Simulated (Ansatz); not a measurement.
`C#[C][Ti]([F])([Cl])[Cl]` + H₂O → `[OH][Ti]([F])([Cl])[Cl]` + acetylene  (formal hydrolysis of a Ti–C bond)

Computed with Ansatz on PBE0-D4/def2-TZVP structures; ΔE is electronic, products minus reactants. CCSD(T)/CBS is the MP2 limit (def2-TZVPP, def2-QZVPP) plus CCSD(T) − MP2 in def2-TZVPP, frozen cores. This one scheme is used for every species. DFT in def2-TZVPP. HSE06 is defined as in plane-wave codes. For Ti outer-core shells are correlated without core-valence functions, which leaves a few kJ/mol of doubt a bond. Scalar relativity is left out up to krypton. Each species was taken in one conformer, which may not be the lowest.

`C#[C][Ti]([F])([Cl])[Cl]`:

Cartesian coordinates in Å:
```
C -0.654 1.854 0.792
C -0.260 0.801 0.332
Ti 0.412 -0.914 -0.434
F 1.972 -0.624 -1.131
Cl -1.008 -1.551 -1.945
Cl 0.540 -2.345 1.190
H -1.001 2.779 1.197
```

H₂O:

Cartesian coordinates in Å:
```
O -0.191 0.235 -0.244
H 0.547 -0.344 -0.448
H -0.356 0.109 0.692
```

`[OH][Ti]([F])([Cl])[Cl]`:

```xyz
6

O     0.413   -0.989   -0.866
Ti   -0.148    0.256    0.230
F     1.211    1.208    0.754
Cl   -1.089   -0.670    1.972
Cl   -1.577    1.550   -0.799
H     1.190   -1.355   -1.291
```

`C#C`:

```xyz
4

C     0.050   -0.581   -0.136
C    -0.050    0.581    0.136
H     0.139   -1.614   -0.378
H    -0.139    1.614    0.378
```

CCSD(T)/CBS gives -24.0 kcal/mol.

(1) Another level gave -26.2 kcal/mol. Which?
A. SCS-MP2/def2-TZVPP
B. HSE06/def2-TZVPP
C. CAM-B3LYP/def2-TZVPP
D. BHLYP-D4/def2-TZVPP

Largest T1 diagnostic among the species: 0.024, so the coupled-cluster value is less sure than usual.

Answers

(1) D. BHLYP-D4 -26.2, SCS-MP2/def2-TZVPP -23.9, HSE06 -25.0, CAM-B3LYP -28.6 kcal/mol.

At CCSD(T), def2-SVP lies −3.1 kcal/mol from the extrapolated value and def2-TZVPP −0.1 kcal/mol. From BLYP to BHLYP (50 % exact exchange), in def2-TZVPP and without D4, ΔE moves by −1.3 kcal/mol. Leaving LDA and LC-ωPBE aside and taking each functional with its dispersion term where it has one, the values, not all of them listed here, spread over 4.4 kcal/mol, from CAM-B3LYP-D4 to revPBE-D4. LDA lies −1.9 kcal/mol from PBE without D4.

CCSD(T)/CBS has its own doubt, a few kJ/mol and more with outer-core shells, so smaller differences from it don't rank the levels.
